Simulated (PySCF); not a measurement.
Two-component Hartree-Fock for Ga(3+) (gallium, charge +3)

Start: [Ar] 3d10. Calculated with PySCF 2.14 in x2c-SVPall-2c with one added diffuse shell each of s, p, d type (6s7p4d, 47 functions): generalised Hartree-Fock with the X2C-1e Hamiltonian and a Gaussian nucleus; one run each with spin-orbit coupling (SO) switched off, then screened by Boettger's factors. This is a chosen level, not necessarily the ground level.

```
spinor shell  electrons  ε, spin-free (eV)  ε, screened SO (eV)  weight of nominal j (screened SO)  rms radius, screened SO (bohr)
       1s1/2          2           -10471.3             -10471.2                              1.000                          0.0561
       2s1/2          2            -1373.5              -1373.5                              1.000                           0.236
       2p1/2          2            -1196.0              -1215.0                              1.000                           0.209
       2p3/2          4            -1196.0              -1186.8                              1.000                           0.212
       3s1/2          2            -212.11              -212.10                              1.000                           0.700
       3p1/2          2            -156.49              -159.15                              1.000                           0.730
       3p3/2          4            -156.49              -155.19                              1.000                           0.740
       3d3/2          4            -65.080              -65.393                              1.000                           0.874
       3d5/2          6            -65.080              -64.873                              1.000                           0.880
```

```json
{"quantity": "E (hartree)", "spin-free": "-1939.85739", "screened SO": "-1939.90742"}
{"quantity": "M_J", "spin-free": "0", "screened SO": "0"}
{"quantity": "⟨J²⟩", "spin-free": "0.000", "screened SO": "0.000"}
{"quantity": "⟨L²⟩", "spin-free": "0.000", "screened SO": "0.002"}
{"quantity": "⟨S²⟩", "spin-free": "0.000", "screened SO": "0.002"}
```

Without spin-orbit coupling the j labels of p, d and f shells carry no meaning; the spin-free column gives the mean over the occupied spinors of each nl shell.
